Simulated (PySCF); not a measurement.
# Electron correlation in Te⁺ (tellurium, charge +1)

[Kr] 4d10 5s2 5p3, high-spin 4S determinant. All numbers are calculated (PySCF 2.14, scalar relativity through the core potential, in cc-pVDZ-PP with ECP28MDF (4s3p2d, 23 functions)). Frozen: 4s2 4p6 4d10; 5 electrons correlated.

MP2 pair energies summed by pair of shells (mhartree):

```tsv
pair	energy	share (%)
5s-5p	-30.95	65.8
5p-5p	-10.97	23.3
5s-5s	-5.14	10.9
```

Total MP2 correlation energy: -47.07 mhartree.

Same-spin part -12.67 and opposite-spin part -34.40 mhartree; SCS-MP2 scales them by 1/3 and 6/5 to -45.50 mhartree.

```tsv
level	correlation energy (mhartree)
CCSD	-59.89
(T)	-0.53
CCSD(T)	-60.42
```

Diagnostics: T1 = 0.0021, D1 = 0.0043, largest double amplitude 0.060.

Cost of the coupled-cluster step: 0.13 s of wall time on 1 thread of Neoverse-N1 (shared host), for 5 correlated electrons.
